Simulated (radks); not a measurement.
The nuclear charge of neutral thallium is varied continuously with 81 electrons held in [Hg] 6p1. Calculated with a radial shooting solver on a logarithmic mesh with Libxc functionals: Dirac Kohn-Sham, BLYP, spin-unpolarised, spherical densities, finite nucleus; open shells fill j = l - 1/2 first; Fermi nuclear charge, rms radius 5.4759 fm. By the Hellmann-Feynman theorem dE/dZ = E(electron-nucleus)/Z, the electronic potential at the nucleus (averaged over a nucleus of fixed radius).

Z      E (hartree)  E(electron-nucleus)/Z (hartree)   HOMO  e(HOMO) (eV)  <r> HOMO (bohr)
80.75  -20126.8786                         -629.424  6p1/2        -1.199            3.848
81     -20284.6303                         -632.590  6p1/2        -2.816            3.484
81.25  -20443.1737                         -635.759  6p1/2        -4.629            3.243
81.5   -20602.5101                         -638.933  6p1/2        -6.599            3.063
81.75  -20762.6407                         -642.113  6p1/2        -8.703            2.918
82     -20923.5671                         -645.300  6p1/2       -10.930            2.798

The central difference of E at Z = 81 is -632.590 hartree, to compare with the third column; the second derivative is -12.7 hartree.
